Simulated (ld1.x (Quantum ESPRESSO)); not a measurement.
**Varying the PAW potential for copper (Cu)**

Base potential:

copper, PAW, made with ld1.x (Quantum ESPRESSO) 7.5 (revPBE, scalar-relativistic). Core [Ne], reference 3s2 3p6 3d10 4s0.75 4p0.25. Waves: 3s (bound): rcut 0.95, rcutus 1.10 bohr; 4s (bound): rcut 0.95, rcutus 1.10 bohr; 3p (bound): rcut 1.05, rcutus 1.25 bohr; 4p (bound): rcut 1.05, rcutus 1.25 bohr; 3d (bound): rcut 1.05, rcutus 1.25 bohr; 3d channel at 2.15 Ry: rcut 1.05, rcutus 1.25 bohr. Local part: all-electron potential smoothed inside 1.05 bohr (lloc = -1). Core correction: Bessel-smoothed model core inside 0.80 bohr. Augmentation charge: GAUSS, radius 1.05 bohr.

Cutoffs, loose and tight: the cutoffs (Ry, on a coarse ladder) from which the occupation-weighted sum of valence levels, in a spherical-Bessel basis at the reference potential, stays within 10 and 1 mRy of its value at 400 Ry. They do not see the model core or the augmentation charge, which bear on the density cutoff. Test errors are all-electron minus pseudo excitation energies from the reference, over the configurations 3s2 3p6 3d10 4s1 4p0; 3s2 3p6 3d10 4s0 4p0; 3s2 3p6 3d9 4s0 4p0; 3s2 3p6 3d9 4s2 4p0; 3s1 3p6 3d10 4s1 4p0; 3s2 3p5 3d10 4s1 4p0; 3s2 3p6 3d7 4s0 4p0. A dash means not determined; rows that change the core or the reference have their own tests.

Cutoffs are not given where the Bessel-basis levels miss the radial ones by over 6 mRy, ghosts where they miss by over 20 mRy; a channel whose overlap is not positive is not tested.

A file whose overlap is not positive is unfit for use, and its test errors describe a broken file.

| change | outcome | bound ghosts | largest test error (meV) |
| --- | --- | --- | --- |
| base | generated, overlap not positive | not determined (overlap not positive) | -35 |
| wave 3d channel at 2.15 Ry: rcut 1.05, rcutus 1.25 bohr becomes 3d channel at -0.26 Ry: rcut 1.05, rcutus 1.25 bohr | generated, overlap not positive | not determined (overlap not positive) | -30 |
| wave 3d channel at 2.15 Ry: rcut 1.05, rcutus 1.25 bohr becomes 3d channel at -0.04 Ry: rcut 1.05, rcutus 1.25 bohr | generated, overlap not positive | not determined (overlap not positive) | -32 |
| wave 3d channel at 2.15 Ry: rcut 1.05, rcutus 1.25 bohr becomes 3d channel at 0.27 Ry: rcut 1.05, rcutus 1.25 bohr | generated, overlap not positive | not determined (overlap not positive) | -32 |
| wave 3d channel at 2.15 Ry: rcut 1.05, rcutus 1.25 bohr becomes 3d channel at 0.94 Ry: rcut 1.05, rcutus 1.25 bohr | generated, overlap not positive | not determined (overlap not positive) | -33 |
| wave 3d channel at 2.15 Ry: rcut 1.05, rcutus 1.25 bohr becomes 3d channel at 1.78 Ry: rcut 1.05, rcutus 1.25 bohr | generated, overlap not positive | not determined (overlap not positive) | -34 |
| wave 3d channel at 2.15 Ry: rcut 1.05, rcutus 1.25 bohr becomes 3d channel at 4.12 Ry: rcut 1.05, rcutus 1.25 bohr | generated, overlap not positive | not determined (overlap not positive) | -35 |
